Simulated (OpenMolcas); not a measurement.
Re5+ (d2) among equal point charges was computed by CASSCF with the d shell active (OpenMolcas, ANO-RCC-VDZP on the metal). Its lowest spin-free states, and all those of the highest spin:

| 2S+1 | Degeneracy | E (cm-1) |
| --- | --- | --- |
| 3 | 1 | 0.0 |
| 1 | 2 | 7741 |
| 1 | 1 | 9009 |
| 3 | 2 | 9080 |
| 3 | 2 | 12889 |
| 3 | 2 | 15315 |
| 1 | 2 | 20528 |
| 1 | 2 | 26286 |
| 3 | 1 | 30859 |
| 1 | 2 | 32072 |
| 3 | 2 | 41950 |
| 1 | 2 | 42437 |

Is the site octahedral, tetrahedral or cube-like, axial, or of lower symmetry?

The states with 2S+1 = 3 have orbital degeneracies 1, 2, 2, 2, 1, 2. There are pairs but no triples, so the site is axial: not cubic, but with a proper or improper axis of order three or more. The run had Re5+ among 2 point charges of -2.5 e arranged as a linear pair (D∞h), 2.02 Å from the ion.

Spin-orbit coupling mixes the spin-free states strongly: the lowest level takes only 65 % from its leading state, 3Σ. Without dynamic correlation the repulsion within the d shell is too large (B by tens of per cent), so at a given field states of lower spin stand too high. Point charges carry no covalency, so the field is a model and not that of real ligands. No measured value stands beside these numbers.
